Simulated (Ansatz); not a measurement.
One change: `C[CH]1[CH2][GeH2]1` becomes `C[C]1(F)[CH2][GeH2]1`.

Ansatz, PBE0-D4/def2-TZVP geometries, multiplicity 1. 

Scalar relativity is left out up to krypton.

| property | `C[CH]1[CH2][GeH2]1` |
| --- | --- |
| HOMO–LUMO gap (B3LYP/def2-TZVPP) / eV | 6.36 |
| HOMO–LUMO gap (PBE0/def2-TZVPP) / eV | 6.79 |
| HOMO energy (B3LYP/def2-TZVPP) / eV | -6.06 |
| HOMO energy (PBE0/def2-TZVPP) / eV | -6.24 |
| LUMO energy (PBE/def2-TZVPP) / eV | -0.27 |
| LUMO energy (PBE0/def2-TZVPP) / eV | 0.55 |

(1) Give the same properties after the change, and the shifts. (Best estimate.)

Results:

(1) Ansatz gave: 
```csv
property,`C[C]1(F)[CH2][GeH2]1`,shift
HOMO–LUMO gap (B3LYP/def2-TZVPP) / eV,6.25,-0.11
HOMO–LUMO gap (PBE0/def2-TZVPP) / eV,6.68,-0.11
HOMO energy (B3LYP/def2-TZVPP) / eV,-6.32,-0.26
HOMO energy (PBE0/def2-TZVPP) / eV,-6.49,-0.25
LUMO energy (PBE/def2-TZVPP) / eV,-0.61,-0.34
LUMO energy (PBE0/def2-TZVPP) / eV,0.19,-0.36
```

With PBE0 the HOMO falls by 0.25 eV and the LUMO falls by 0.36 eV, so the gap narrows by about 0.11 eV. PBE moves the HOMO by -0.18 eV and ωB97M-V by -0.26 eV.

B3LYP here is the variant with VWN-RPA as its local correlation; programs differ in this.
